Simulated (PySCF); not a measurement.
# Working out the ionisation energy of F+

F+ [He] 2s2 2p4 (3P) → F(2+) [He] 2s2 2p3 (4S). All numbers are calculated (PySCF 2.14, no relativity, point nucleus, in aug-cc-pVDZ (4s3p2d, 23 functions)). Frozen: 1s2. Energies in hartree (1 hartree = 27.21139 eV):

```json
{"part": "UHF", "F+ (lower)": "-98.801665", "F(2+) (upper)": "-97.575981"}
{"part": "CCSD correlation", "F+ (lower)": "-0.118220", "F(2+) (upper)": "-0.084900"}
{"part": "(T)", "F+ (lower)": "-0.001221", "F(2+) (upper)": "-0.000512"}
```

Problem. What does Hartree-Fock give?

Solution. (-97.575981) − (-98.801665) = 1.225684 hartree = 33.353 eV.

Problem. What do CCSD and CCSD(T) give?

Solution. The CCSD correlation energies differ by 0.033320 hartree = 0.907 eV and the triples by 0.000709 hartree = 0.019 eV, so CCSD gives 34.260 eV and CCSD(T) 34.279 eV.

Measured between the centres of the two terms (NIST): 34.950 eV, so CCSD(T) (valence) is off by -0.671 eV.

A double-zeta basis recovers only part of the correlation energy.

What remains against the reference includes basis incompleteness, the frozen core and higher excitations.
